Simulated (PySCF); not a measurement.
PySCF 2.14 output of an unrestricted HSE06 calculation on a single atom or ion in aug-cc-pwCVDZ-PP with ECP28MDF (6s5p4d1f, 48 functions), with a scalar-relativistic core potential:

```
SCF conv_tol = 1e-09
number electrons alpha = 13  beta = 10
    J. Heyd, G. E. Scuseria, and M. Ernzerhof.,  J. Chem. Phys. 118, 8207 (2003)
    J. Heyd, G. E. Scuseria, and M. Ernzerhof.,  J. Chem. Phys. 124, 219906 (2006)
    A. V. Krukau, O. A. Vydrov, A. F. Izmaylov, and G. E. Scuseria.,  J. Chem. Phys. 125, 224106 (2006)
cycle= 1 E= -240.003909285837  delta_E= -0.00556  |g|= 0.0217  |ddm|= 0.979
cycle= 2 E= -240.003998820719  delta_E= -8.95e-05  |g|= 0.0118  |ddm|= 0.105
cycle= 3 E= -240.004024034159  delta_E= -2.52e-05  |g|= 0.00182  |ddm|= 0.0307
cycle= 4 E= -240.004025687678  delta_E= -1.65e-06  |g|= 0.000274  |ddm|= 0.0126
cycle= 5 E= -240.004026017913  delta_E= -3.3e-07  |g|= 6.11e-05  |ddm|= 0.00427
cycle= 6 E= -240.004026059706  delta_E= -4.18e-08  |g|= 5.81e-06  |ddm|= 0.00206
cycle= 7 E= -240.004026059995  delta_E= -2.89e-10  |g|= 4.05e-07  |ddm|= 0.000173
converged SCF energy = -240.004026059995  <S^2> = 3.7524052  2S+1 = 4.0012024
```

The run itself started from symmetry-adapted Hartree-Fock orbitals and held the occupation by maximum overlap, on a logarithmic radial grid, so the iterations belong to that start.

Q: Which element, charge and spin multiplicity is this?

A: Sb (antimony, neutral), multiplicity 4; the state was [Kr] 4d10 5s2 5p2 6s1, high-spin 4P determinant (an excited configuration).

Energies and moments cover only the electrons outside the core potential. The outer electron is Rydberg-like, and this basis confines it to a smaller radius and binds it less than a complete one would.
